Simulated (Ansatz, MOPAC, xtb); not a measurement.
## A ladder of methods for HI (hydrogen iodide)

HI, singlet, SMILES `I`. Each level relaxes the structure for itself.

Each level gives the harmonic wavenumber (cm⁻¹). The values are calculated.

**The experiment to reproduce.** Huber and Herzberg, Constants of Diatomic Molecules gives the harmonic wavenumber of the gas as 2309 cm⁻¹.

```tsv
level	kind	program	value (cm⁻¹)	computed − measured
AM1	semi-empirical	MOPAC	2462	+153
MNDO	semi-empirical	MOPAC	2528	+219
GFN2-xTB	semi-empirical	xtb	2371	+62
GFN1-xTB	semi-empirical	xtb	2482	+173
SVWN5/def2-TZVP (core potential)	LDA	Ansatz	2268	-41
PBE-D3(BJ)/def2-TZVP (core potential)	GGA	Ansatz	2257	-52
r2SCAN/def2-TZVP (core potential)	meta-GGA	Ansatz	2326	+17
PBE0-D4/def2-TZVP (core potential)	global hybrid	Ansatz	2344	+35
B3LYP-D4/def2-TZVP (core potential)	global hybrid	Ansatz	2300	-9
wB97X-V/def2-TZVP (core potential)	range-separated hybrid	Ansatz	2390	+81
```

Nearest: B3LYP-D4/def2-TZVP (core potential) (-9 cm⁻¹); farthest: MNDO (+219 cm⁻¹). Computed less measured by kind, in cm⁻¹ (def2-TZVP rows): semi-empirical +62 to +219; LDA -41; GGA -52; meta-GGA +17; global hybrid -9 to +35; range-separated hybrid +81. Harmonic and unscaled.
